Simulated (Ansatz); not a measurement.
C₅H₁₅NSi⁺, that is SiH2Me(NEt2) with one electron fewer. Charge 1, multiplicity 2. Geometry PBE-D4/def2-SVP, that of the neutral singlet; atoms count from 1.

```xyz
22

Si    0.809    1.579   -0.031
H     2.241    1.519    0.438
H     0.728    2.279   -1.366
C    -0.200    2.582    1.219
H     0.178    3.624    1.284
H    -0.145    2.132    2.231
H    -1.269    2.625    0.922
N     0.285   -0.075   -0.268
C     0.769   -1.166    0.571
C    -0.106   -1.473    1.794
C    -0.819   -0.386   -1.173
C    -0.388   -1.144   -2.433
H     1.798   -0.918    0.910
H     0.875   -2.089   -0.045
H    -0.158   -0.599    2.476
H    -1.145   -1.729    1.500
H     0.298   -2.332    2.369
H    -1.611   -0.965   -0.640
H    -1.313    0.564   -1.474
H     0.337   -0.545   -3.020
H     0.097   -2.110   -2.182
H    -1.261   -1.370   -3.081
```

Question: Estimate the Mulliken populations from the PBE0/def2-TZVP orbitals of Ansatz.

Answer: 
```
atom  charge (e)  spin (α − β)
 Si1        0.15         -0.03
  H2        0.06          0.01
  H3        0.06          0.02
  C4       -0.46          0.08
  H5        0.20          0.01
  H6        0.17          0.00
  H7        0.17          0.00
  N8        0.10          0.78
  C9       -0.19         -0.04
 C10       -0.38          0.07
 C11       -0.20         -0.04
 C12       -0.38          0.06
 H13        0.18          0.01
 H14        0.17          0.03
 H15        0.15          0.00
 H16        0.15          0.00
 H17        0.19          0.01
 H18        0.18          0.04
 H19        0.18          0.01
 H20        0.16          0.00
 H21        0.15          0.00
 H22        0.19          0.00
```
Mulliken values depend strongly on the basis.

Question: Where does the spin sit?

Answer: Summed by element: Si -0.03, H 0.12, C 0.13, N 0.78, of 1 unpaired in all. Largest on single atoms: N8 0.78, C4 0.08, C10 0.07.

Question: And the Mayer bond orders between heavy atoms (over 0.3)?

Answer: Si1–C4 1.00 (1.89 Å); Si1–N8 0.92 (1.75 Å); N8–C9 0.94 (1.46 Å); N8–C11 0.94 (1.46 Å); C9–C10 0.98 (1.53 Å); C11–C12 1.00 (1.53 Å).
